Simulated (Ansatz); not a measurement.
C₃H₈N, doublet, at a GFN2-xTB geometry. Base run: HF/STO-3G (Ansatz, a quantum-chemistry and plane-wave program).

Input for Ansatz:
Ansatz 0.2 input:
```yaml
crystal:
  periodic: [false, false, false]
  atoms:
    - {symbol: C, position_ang: [1.82249360, 0.42793691, -0.09666739]}
    - {symbol: C, position_ang: [0.55432697, -0.40737668, 0.01411334]}
    - {symbol: N, position_ang: [-0.59535640, 0.39768399, -0.06065427]}
    - {symbol: C, position_ang: [-1.83286018, -0.24865504, 0.11188496]}
    - {symbol: H, position_ang: [2.70199571, -0.21038349, -0.06183143]}
    - {symbol: H, position_ang: [1.81986148, 0.98100061, -1.03152042]}
    - {symbol: H, position_ang: [1.86845501, 1.14159540, 0.72112510]}
    - {symbol: H, position_ang: [0.53618423, -1.16596861, -0.79256862]}
    - {symbol: H, position_ang: [0.56416073, -0.99443760, 0.95295569]}
    - {symbol: H, position_ang: [-2.37126942, 0.24233126, 0.93137094]}
    - {symbol: H, position_ang: [-1.77197261, -1.32823517, 0.31270060]}
    - {symbol: H, position_ang: [-2.44368277, -0.08112148, -0.78363751]}
basis:
  gaussian:
    orbitals: STO-3G
hamiltonian:
  xc: hf
magnetization: {spin_polarized: true, initial_magnetization: 1}
```

The bond that is stretched is that between atoms 11 and 4. A test that says stable can miss a lower solution.

The base run was repeated with changes; each row names its change, and settings that it needs were set with it.

```csv
change,ΔE vs base (eV),<S^2>,stability test says
base,0.00,0.759,minimum
spin_polarized = on; lower_state_search = off,0.00,0.759,undecided (no full test)
spin_polarized = on; lower_state_search = standard,0.00,0.759,minimum
bond × 1.25,1.19,0.759,minimum
spin_polarized = on; lower_state_search = off; bond × 1.25,1.19,0.759,undecided (no full test)
spin_polarized = on; lower_state_search = standard; bond × 1.25,1.19,0.759,minimum
bond × 1.5,3.21,0.992,minimum
spin_polarized = on; lower_state_search = off; bond × 1.5,3.21,0.992,undecided (no full test)
spin_polarized = on; lower_state_search = standard; bond × 1.5,3.21,0.992,minimum
bond × 1.8,4.31,1.515,minimum
spin_polarized = on; lower_state_search = off; bond × 1.8,4.31,1.515,undecided (no full test)
spin_polarized = on; lower_state_search = standard; bond × 1.8,4.31,1.515,minimum
bond × 2.2,4.67,1.706,minimum
spin_polarized = on; lower_state_search = off; bond × 2.2,4.67,1.706,undecided (no full test)
spin_polarized = on; lower_state_search = standard; bond × 2.2,4.67,1.706,minimum
bond × 3.0,4.77,1.755,minimum
spin_polarized = on; lower_state_search = off; bond × 3.0,4.77,1.755,undecided (no full test)
spin_polarized = on; lower_state_search = standard; bond × 3.0,4.77,1.755,minimum
```

On stretching, the SCF can end on different states; <S^2> shows the spin contamination of each.
